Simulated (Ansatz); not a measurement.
**Ligand exchange: SiH(CH3)(OH)2 + InH2(OH) → Si(CH3)(OH)3 + InH3**

Species: SiH(CH3)(OH)2, singlet; InH2(OH), singlet; Si(CH3)(OH)3, singlet; InH3 `[InH3]`, singlet. The partners trade H for OH: Si–H and In–OH bonds give way to Si–OH and In–H.

Shapes, held fixed at every level: PBE0-D4/def2-TZVP. Flexible molecules stand in one conformer, not always the lowest. Programs: Ansatz 0.2.0. The zero-point and thermal change to 298 K, harmonic and unscaled (PBE0-D4/def2-TZVP), is -4.3 kJ/mol.

Problem. Estimate ΔH(298 K) of this reaction.

Solution. The highest level, CCSD(T)/def2-TZVPP, gives ΔH(298 K) = -83.1 kJ/mol; the levels span -98.3 to -72.3. The column of differences is taken from that level and isn't an error. No measured value is set beside it here. For atoms past krypton def2 sets carry core potentials with scalar relativity. Correlated rows may include outer-core shells of In, which these sets cover unevenly. Times are processor times on shared x86 and Arm servers, and rough.

| level | kind | ΔH(298 K) (kJ/mol) | less CCSD(T)/def2-TZVPP | CPU time (sum over the molecules) |
| --- | --- | --- | --- | --- |
| HF/def2-SVP | Hartree–Fock | -98.3 | -15.2 | – |
| PBE-D4/def2-TZVPP | GGA | -72.3 | +10.8 | 13 s |
| BHLYP-D4/def2-TZVPP | global hybrid | -93.4 | -10.3 | 15 s |
| PBE0-D4/def2-TZVPP | global hybrid | -85.1 | -2.0 | 14 s |
| B2PLYP/def2-TZVPP | double hybrid | -77.7 | +5.4 | 26 s |
| MP2/def2-TZVPP | perturbation theory | -79.3 | +3.8 | – |
| CCSD(T)/def2-TZVPP | coupled cluster or CI | -83.1 | 0.0 | 5.7 min |
